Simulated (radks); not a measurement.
Results of a calculation; reference values are marked as such.
All-electron atom: the niobium ion Nb2+ in [Kr] 4d3.

Code: a radial shooting solver on a logarithmic mesh with Libxc functionals. Model: scalar-relativistic Kohn-Sham, BLYP, spin-unpolarised, spherical densities, finite nucleus; Fermi nuclear charge, rms radius 4.324 fm.

Energy parts (eV):
total: -103929.151
kinetic: 107011.682
electron-nucleus: -249685.305
Hartree: 41975.188
exchange-correlation: -3230.716

Orbitals (lengths in bohr, moments of r in powers of bohr):
[
 {"orbital": "1s", "occ.": "2", "eigenvalue (eV)": "-18829.45", "<1/r>": "42.40", "<r^2>": "0.001757"},
 {"orbital": "2s", "occ.": "2", "eigenvalue (eV)": "-2649.020", "<1/r>": "9.526", "<r^2>": "0.02944"},
 {"orbital": "2p", "occ.": "6", "eigenvalue (eV)": "-2367.596", "<1/r>": "9.273", "<r^2>": "0.02318"},
 {"orbital": "3s", "occ.": "2", "eigenvalue (eV)": "-456.3887", "<1/r>": "3.251", "<r^2>": "0.2253"},
 {"orbital": "3p", "occ.": "6", "eigenvalue (eV)": "-364.4194", "<1/r>": "3.090", "<r^2>": "0.2316"},
 {"orbital": "3d", "occ.": "10", "eigenvalue (eV)": "-213.9826", "<1/r>": "2.854", "<r^2>": "0.2262"},
 {"orbital": "4s", "occ.": "2", "eigenvalue (eV)": "-75.8022", "<1/r>": "1.178", "<r^2>": "1.509"},
 {"orbital": "4p", "occ.": "6", "eigenvalue (eV)": "-51.7463", "<1/r>": "1.039", "<r^2>": "1.908"},
 {"orbital": "4d", "occ.": "3", "eigenvalue (eV)": "-19.0357", "<1/r>": "0.7102", "<r^2>": "4.166"}
]

The highest occupied level is 4d at -19.036 eV. The density falls to 0.001 e/bohr^3 at r = 3.67 bohr.
